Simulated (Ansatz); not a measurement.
Species: C$_{6}$H$_{6}$B$_{2}$, SMILES `B1C=CC2=C1C=CB2` (charge 0, multiplicity 1).

Task: Give a relaxed geometry from PBE-D3(BJ)/def2-SVP run with Ansatz (a first-principles code).

Result: the end point of this relaxation (outside a Z-matrix the atoms follow the SMILES, hydrogens last).
Z-matrix (Å, degrees):
```
C
C 1 1.3688
C 2 1.5062 1 110.85
C 3 1.3641 2 112.12 1 -0.01
H 4 1.0992 3 123.45 2 -180.00
H 3 1.1036 4 125.82 5 -0.03
C 1 1.5062 2 110.85 3 179.98
C 7 1.3641 1 112.12 2 0.03
H 8 1.0992 7 123.45 1 179.98
H 7 1.1036 8 125.82 9 0.00
B 8 1.5844 9 130.02 7 -179.89
H 11 1.2148 8 127.84 9 0.15
B 4 1.5845 5 130.02 3 179.85
H 13 1.2148 4 127.84 5 -0.20
```
